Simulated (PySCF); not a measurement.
Dipole moment (D) of eight silicon and germanium compounds: PBE beside CAM-B3LYP, computed with PySCF for isolated molecules in the bases named; differences from unrounded values. The eight are the first of their class met in an unordered collection, after screening for sound electronic states; none was chosen by its value, except that the dipole had to exceed 0.05 D. Each molecule has one DFT geometry for both levels.

```
molecule                                                    basis  CAM-B3LYP
------------------------------------------------------  ---------  ---------
3-chloro-1H-silole (C4H5ClSi), SMILES ClC1=C[SiH2]C=C1  def2-TZVP       1.20
CH5F3Si2, SMILES C[Si@H](F)[SiH](F)F                    def2-TZVP       2.24
C2H9NOSi, SMILES N[Si@H](OC)C                           def2-TZVP       2.08
C3H10OSi2, SMILES C=C[C@H]([SiH3])[SiH2]O               def2-TZVP       1.36
C4H13NSi, SMILES CCCNC[SiH3]                            def2-TZVP       1.24
Si(F)(Me)(SH)2 (CH₅FS₂Si), SMILES S[Si](C)(S)F          def2-TZVP       1.86
CH₆F₂OSi₂, SMILES OC([SiH2]F)[SiH2]F                    def2-TZVP       2.53
C₃H₅FOSi, SMILES F[SiH2]C1=COC1                         def2-TZVP       1.67
```

Question: Estimate the PBE values and say how PBE differs from CAM-B3LYP over the set. (Estimate from the structure and the level; the computed values follow.)

Answer: 
| molecule | PBE | difference |
|---|---|---|
| 3-chloro-1H-silole (C4H5ClSi), SMILES ClC1=C[SiH2]C=C1 | 1.07 | -0.13 |
| CH5F3Si2, SMILES C[Si@H](F)[SiH](F)F | 2.18 | -0.06 |
| C2H9NOSi, SMILES N[Si@H](OC)C | 2.01 | -0.07 |
| C3H10OSi2, SMILES C=C[C@H]([SiH3])[SiH2]O | 1.26 | -0.10 |
| C4H13NSi, SMILES CCCNC[SiH3] | 1.25 | 0.02 |
| Si(F)(Me)(SH)2 (CH₅FS₂Si), SMILES S[Si](C)(S)F | 1.77 | -0.09 |
| CH₆F₂OSi₂, SMILES OC([SiH2]F)[SiH2]F | 2.15 | -0.39 |
| C₃H₅FOSi, SMILES F[SiH2]C1=COC1 | 1.68 | 0.01 |
PBE lies below CAM-B3LYP in 6 and above it in 2 of the eight; the mean signed difference is -0.10 and the largest -0.39 D.
